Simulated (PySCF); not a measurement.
# Löwdin shares of the frontier orbitals

Compound: In(NH3)F3.
Structure used (PBE0-D3(BJ)/def2-SVP), in Å, numbered top down from 1:
```
atom  x, y, z in Å
In1   -0.018    0.008   -1.183
N2     0.020   -0.004    1.111
H3    -0.922    0.066    1.499
H4     0.565    0.780    1.473
H5     0.440   -0.864    1.464
F6     1.919    0.003   -1.456
F7    -1.007    1.674   -1.453
F8    -0.997   -1.664   -1.456
```

Method used: PySCF, TDDFT B3LYP/def2-SVPD, vertical, gas phase, core orbitals frozen in the response, def2 core potentials past Kr. Spin–orbit coupling is left out.

Kohn–Sham orbitals with the atoms that hold most of them (Löwdin shares over 4%, at most four atoms; ? is withheld):

```json
{"orbital": "LUMO+2", "ε (eV)": "0.59", "atoms": "In1 43%, H4 17%, H5 12%, N2 9%"}
{"orbital": "LUMO+1", "ε (eV)": "-0.92", "atoms": "In1 32%, N2 13%, H3 13%, H4 13%"}
{"orbital": "LUMO", "ε (eV)": "?", "atoms": "In1 48%, F6 12%, F7 12%, F8 12%"}
{"orbital": "HOMO", "ε (eV)": "-9.93", "atoms": "F8 39%, F6 34%, F7 20%, In1 6%"}
{"orbital": "HOMO-1", "ε (eV)": "-9.93", "atoms": "F7 42%, F8 32%, F6 19%, In1 6%"}
{"orbital": "HOMO-2", "ε (eV)": "-10.04", "atoms": "F6 40%, F7 33%, F8 26%"}
{"orbital": "HOMO-3", "ε (eV)": "-10.07", "atoms": "F8 80%, N2 9%"}
```

Question: What is the LUMO energy, and the HOMO–LUMO gap?

Answer: ε(LUMO) = -2.40 eV; the gap is 7.53 eV (0.2768 hartree).

Within 0.005 eV of a neighbour in this list lie HOMO-1/HOMO.

Question: The HOMO–LUMO gap is 7.53 eV. Where does the response calculation put the lowest singlet, and from which orbitals?

Answer: S1 is at 6.34 eV (f = 0.0019), 1.19 eV below the gap, made of HOMO-2→LUMO (89%), HOMO-1/HOMO→LUMO (≥8%). Its leading pair isn't HOMO and LUMO; the energies of that pair differ by 7.64 eV. Without the coupling terms of the response equations the lowest excitation would equal the gap.

Next come S2 at 6.37 eV (f 0.0095), HOMO-4→LUMO (41%), HOMO-3→LUMO (36%), HOMO-1/HOMO→LUMO (≥10%); S3 at 6.38 eV (f 0.016), HOMO-5→LUMO (55%), HOMO-1/HOMO→LUMO (≥23%); S4 at 6.43 eV (f 0.050), HOMO-1/HOMO→LUMO (≥71%), HOMO-3→LUMO (9%); S5 at 6.43 eV (f 0.042), HOMO-1/HOMO→LUMO (≥58%), HOMO-5→LUMO (30%).

Orbitals of the list HOMO-3 to LUMO+2 that lie within 0.01 eV of each other are written together with a slash and their weights summed (≥ marks a lower bound); for degenerate orbitals outside that list single weights are arbitrary.

Löwdin shares depend on the basis, the more so with diffuse functions.
